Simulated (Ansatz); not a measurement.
Computed with r2SCAN-D4/def2-TZVP (Ansatz, an electronic-structure program). No frequencies were computed at this level.

Ansatz 0.2 input:
```yaml
crystal:
  periodic: [false, false, false]
  atoms:
    - { symbol: Ge, position_ang: [0.000385, -0.000573, 0.50231] }
    - { symbol: H, position_ang: [-0.244196, 1.366901, -0.164847] }
    - { symbol: H, position_ang: [-1.061027, -0.893986, -0.168482] }
    - { symbol: H, position_ang: [1.304839, -0.472342, -0.168982] }
basis:
  gaussian: { orbitals: def2-tzvp }
hamiltonian:
  xc: r2scan
  dispersion: d4
relax:
  max_steps: 150
magnetization:
  spin_polarized: true
  initial_magnetization: 1
```

Output:

```
Functional definition: r2SCAN
490 factors; their error is unknown
mean field evaluation 1: about -56564.4735 eV, gradient 1.3e1 eV
mean field evaluation 2: about -56564.6914 eV, gradient 1.4e1 eV
mean field evaluation 4: about -56565.1312 eV, gradient 4.7e-1 eV
mean field evaluation 8: about -56565.1239 eV, gradient 3.4e-2 eV
mean field -56565.12395208 eV, -2078.7299640208 hartree, gradient 1.7e-5 eV, S^2 0.753010; 0 other end points of the search recorded, 0 dependent functions left out
reference -56565.12396216 eV, -2078.7299643911 hartree; 18, 17 occupied and 48, 49 virtual orbitals, 490 factors
relax step   1: F+E_penalty+E_count = -56565.13119058 eV  Δ(F+E_penalty+E_count) = +0.000e0 eV  max|allowed force component| = 1.125e0 eV/Å  Δτ_max = 0.0000 Å  (26 SCF iters, accepted)
these checks for a lower state are left out or cut short: starts, cluster_reference, orbital_swaps, neighbouring_geometries, increment
490 factors; their error is unknown
mean field evaluation 16: about -56565.1147 eV, gradient 6.2e0 eV
mean field -56565.21896859 eV, -2078.7334558132 hartree, gradient 2.5e-5 eV, S^2 0.754006; 0 other end points of the search recorded, 0 dependent functions left out
reference -56565.21897881 eV, -2078.7334561889 hartree; 18, 17 occupied and 48, 49 virtual orbitals, 490 factors
relax step   2: F+E_penalty+E_count = -56565.22618546 eV  Δ(F+E_penalty+E_count) = -9.499e-2 eV  max|allowed force component| = 6.089e-1 eV/Å  Δτ_max = 0.1924 Å  (30 SCF iters, accepted)
these checks for a lower state are left out or cut short: starts, cluster_reference, orbital_swaps, neighbouring_geometries, increment
490 factors; their error is unknown
mean field -56565.26217079 eV, -2078.7350434647 hartree, gradient 6.1e-5 eV, S^2 0.753615; 0 other end points of the search recorded, 0 dependent functions left out
reference -56565.26218095 eV, -2078.7350438381 hartree; 18, 17 occupied and 48, 49 virtual orbitals, 490 factors
relax step   3: F+E_penalty+E_count = -56565.26938339 eV  Δ(F+E_penalty+E_count) = -4.320e-2 eV  max|allowed force component| = 1.643e-1 eV/Å  Δτ_max = 0.0459 Å  (27 SCF iters, accepted)
these checks for a lower state are left out or cut short: starts, cluster_reference, orbital_swaps, neighbouring_geometries, increment
490 factors; their error is unknown
mean field evaluation 32: about -56565.2650 eV, gradient 3.2e-5 eV
mean field -56565.26502708 eV, -2078.7351484313 hartree, gradient 3.2e-5 eV, S^2 0.753643; 0 other end points of the search recorded, 0 dependent functions left out
reference -56565.26503722 eV, -2078.7351488041 hartree; 18, 17 occupied and 48, 49 virtual orbitals, 490 factors
relax step   4: F+E_penalty+E_count = -56565.27223601 eV  Δ(F+E_penalty+E_count) = -2.853e-3 eV  max|allowed force component| = 3.615e-2 eV/Å  Δτ_max = 0.0097 Å  (29 SCF iters, accepted)
these checks for a lower state are left out or cut short: starts, cluster_reference, orbital_swaps, neighbouring_geometries, increment
490 factors; their error is unknown
mean field -56565.26511537 eV, -2078.7351516762 hartree, gradient 2.3e-5 eV, S^2 0.753672; 0 other end points of the search recorded, 0 dependent functions left out
reference -56565.26512552 eV, -2078.7351520490 hartree; 18, 17 occupied and 48, 49 virtual orbitals, 490 factors
relax step   5: F+E_penalty+E_count = -56565.27232342 eV  Δ(F+E_penalty+E_count) = -8.742e-5 eV  max|allowed force component| = 5.542e-3 eV/Å  Δτ_max = 0.0032 Å  (26 SCF iters, accepted)
490 factors; their error is unknown
mean field -56565.26511537 eV, -2078.7351516762 hartree, gradient 2.3e-5 eV, S^2 0.753672; 1 other end points of the search recorded, 0 dependent functions left out
reference -56565.26512552 eV, -2078.7351520490 hartree; 18, 17 occupied and 48, 49 virtual orbitals, 490 factors
Total energy: -56565.27233357 eV, -2078.7354169400 hartree
Atom 0 at     0.000192    -0.000608     0.347271 Å, force     0.000000     0.000016    -0.005542 eV/Å
Atom 1 at    -0.257032     1.440607    -0.113100 Å, force    -0.000070     0.000403     0.001849 eV/Å
Atom 2 at    -1.119010    -0.942541    -0.116789 Å, force    -0.000328    -0.000277     0.001846 eV/Å
Atom 3 at     1.375851    -0.497457    -0.117384 Å, force     0.000398    -0.000142     0.001847 eV/Å
Dipole moment:     0.000004    -0.000012     0.006907 e Å
```

Cost: roughly 11 core-seconds.
